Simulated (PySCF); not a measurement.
Species: C₅H₆O₂.
SMILES: `C=CC(=C)C(=O)O`

Torsions of this conformer, `[CH2:1]=[CH:2][C:3](=[CH2:4])[C:5](=[O:6])[OH:7]`: C1–C2–C3–C4 179°, C2–C3–C5–O6 6°, H–O7–C5–C3 -179°.

The closed-shell ground state was solved at several levels (PySCF, density fitting, gas phase, non-relativistic). Isolated species at its PBE0-D3(BJ)/def2-SVP geometry (one conformer only).

```
           level  basis functions  total energy (Eh)  HOMO (eV)  LUMO (eV)  gap (eV)  dipole (D)
   PBE0/pcSseg-1              149          -344.1377      -7.12      -1.70      5.42        1.74
wB97X-D/pcSseg-2              336          -344.5815      -8.89      -0.02      8.87        1.84
     B3LYP/pcJ-1              249          -344.5841      -6.88      -1.89      4.99        1.70
```

Estimate the row for wB97X-D/def2-SVPD, a basis of 194 functions; the other rows only guide the guess.

Total energy -344.2140 Eh, HOMO -8.92 eV, LUMO -0.04 eV, gap 8.88 eV, dipole 1.86 D.

How far do the dipole and the HOMO energy spread over the levels?

The dipole runs from 1.70 to 1.86 D (mean 1.78 D) and the HOMO from -8.92 to -6.88 eV.

The pairwise dispersion term of wB97X-D wasn't added to the energies; at a given geometry it leaves orbitals and properties as they are.
